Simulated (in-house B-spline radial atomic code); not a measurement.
Checks on a self-consistent run for Mo III (Mo2+), [Ar] 3d10 4s2 4p5 4d4 8s1. Computed with a B-spline radial code for spherical atoms: Dirac-Hartree-Fock, average of configuration, Fermi nucleus of rms radius 4.4091 fm.

```json
{"orbital": "1s1/2", "q": "2", "ε (Eh)": "-740.74120", "<1/r>": "43.5524", "<r²>": "0.00166784", "small-component weight": "0.023472"}
{"orbital": "2s1/2", "q": "2", "ε (Eh)": "-108.46551", "<1/r>": "9.93923", "<r²>": "0.0276811", "small-component weight": "0.0048375"}
{"orbital": "2p1/2", "q": "2", "ε (Eh)": "-99.53690", "<1/r>": "9.87903", "<r²>": "0.0210169", "small-component weight": "0.00481"}
{"orbital": "2p3/2", "q": "4", "ε (Eh)": "-95.59561", "<1/r>": "9.41183", "<r²>": "0.0223691", "small-component weight": "0.0046547"}
{"orbital": "3s1/2", "q": "2", "ε (Eh)": "-20.69899", "<1/r>": "3.40987", "<r²>": "0.20766", "small-component weight": "0.0012963"}
{"orbital": "3p1/2", "q": "2", "ε (Eh)": "-17.24377", "<1/r>": "3.29769", "<r²>": "0.207008", "small-component weight": "0.0012345"}
{"orbital": "3p3/2", "q": "4", "ε (Eh)": "-16.57030", "<1/r>": "3.18847", "<r²>": "0.21676", "small-component weight": "0.0011952"}
{"orbital": "3d3/2", "q": "4", "ε (Eh)": "-10.50858", "<1/r>": "2.98926", "<r²>": "0.203261", "small-component weight": "0.0010728"}
{"orbital": "3d5/2", "q": "6", "ε (Eh)": "-10.38266", "<1/r>": "2.96049", "<r²>": "0.206473", "small-component weight": "0.0010608"}
{"orbital": "4s1/2", "q": "2", "ε (Eh)": "-4.04985", "<1/r>": "1.22876", "<r²>": "1.36408", "small-component weight": "0.00028058"}
{"orbital": "4p1/2", "q": "1.6667", "ε (Eh)": "-2.99969", "<1/r>": "1.12216", "<r²>": "1.61598", "small-component weight": "0.00024287"}
{"orbital": "4p3/2", "q": "3.3333", "ε (Eh)": "-2.89932", "<1/r>": "1.09351", "<r²>": "1.68489", "small-component weight": "0.00023476"}
{"orbital": "4d3/2", "q": "1.6", "ε (Eh)": "-1.38078", "<1/r>": "0.824527", "<r²>": "2.91785", "small-component weight": "0.00014247"}
{"orbital": "4d5/2", "q": "2.4", "ε (Eh)": "-1.37060", "<1/r>": "0.817643", "<r²>": "2.96032", "small-component weight": "0.00014055"}
{"orbital": "8s1/2", "q": "1", "ε (Eh)": "-0.15215", "<1/r>": "0.0916879", "<r²>": "245.809", "small-component weight": "5.5867e-06"}
```

Electron-electron repulsion V_ee = 1489.4226 hartree.

(1) What total energy follows from the eigenvalues?

(2) Does the Dirac virial theorem hold?

(3) What diamagnetic shielding (Lamb formula) and susceptibility (Langevin formula) do the radii give?

Results:

(1) The eigenvalues count the repulsion twice, so E = Σqε - V_ee = -2554.781 - 1489.423 = -4044.204 hartree; the run printed -4044.204.

(2) For a point nucleus E = -2c²Σq·w, with w the small-component weight. Here Σq·w = 0.10768 and c = 137.0360, so the ratio E/(-2c²Σq·w) is 1.000027; the finite nucleus accounts for the departure from 1.

(3) σ = (α²/3)Σq<1/r> = 231.624/(3·137.036²) = 4111.4 ppm, and χ = -0.79199×10⁻⁶·Σq<r²> = -215.9×10⁻⁶ cm³/mol with Σq<r²> = 272.56 bohr². Both are non-relativistic formulas without the paramagnetism of open shells.
